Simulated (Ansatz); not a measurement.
Consider the formal loss of a carbene: `C[OH+][Al-]([CH3])([Cl])[Cl]` → `[CH2]` (triplet) + `[CH3][Al-]([OH2+])([Cl])[Cl]`.

Program: Ansatz. Geometries: PBE0-D4/def2-TZVP. ΔE: electronic, gas phase. CBS: MP2 limit from def2 TZ/QZ plus the TZ coupled-cluster correction, frozen cores. This one scheme is used for every species. DFT in def2-TZVPP. Triplets are unrestricted, without spin–orbit coupling. Each species was taken in one conformer, which may not be the lowest.

```tsv
species	PBE energy (Eh)
`C[OH+][Al-]([CH3])([Cl])[Cl]`	-1318.04481
`[CH2]` (triplet)	-39.10530
`[CH3][Al-]([OH2+])([Cl])[Cl]`	-1278.79145
```

**Question.** Work out ΔE.

**Answer.** ΔE = (-39.10530) + (-1278.79145) − (-1318.04481) = 0.14806 Eh = +4.03 eV. CCSD(T)/CBS gives +4.06 eV.

**Question.** What do rigid-rotor, harmonic-oscillator terms from PBE0-D4/def2-TZVP frequencies (298.15 K, 1 bar) make of the CCSD(T)/CBS value? (Estimate.)

**Answer.** The calculation gave: ΔZPE = -0.31 eV, ΔH = +3.81 eV, ΔS = 159 J/(mol·K), ΔG = +3.31 eV. Open shells count their whole term as degenerate. Modes under 50 cm⁻¹ make the entropy rough.

Largest T1 diagnostic among the species: 0.011.

The D4 term adds +0.12 eV with B3LYP and +0.07 eV with PBE0; it sums over pairs of atoms, weighted by their polarisabilities, and B3LYP, whose exchange is more repulsive, gets the larger term. From PBE to PBE0 (25 % exact exchange), in def2-TZVPP and without D4, ΔE moves by −0.08 eV. In def2-TZVPP, CCSD(T) changes the Hartree–Fock value by +1.29 eV (the triples alone add +0.10 eV) and MP2 by +1.37 eV.

B3LYP here is the variant with VWN-RPA as its local correlation; programs differ in this.
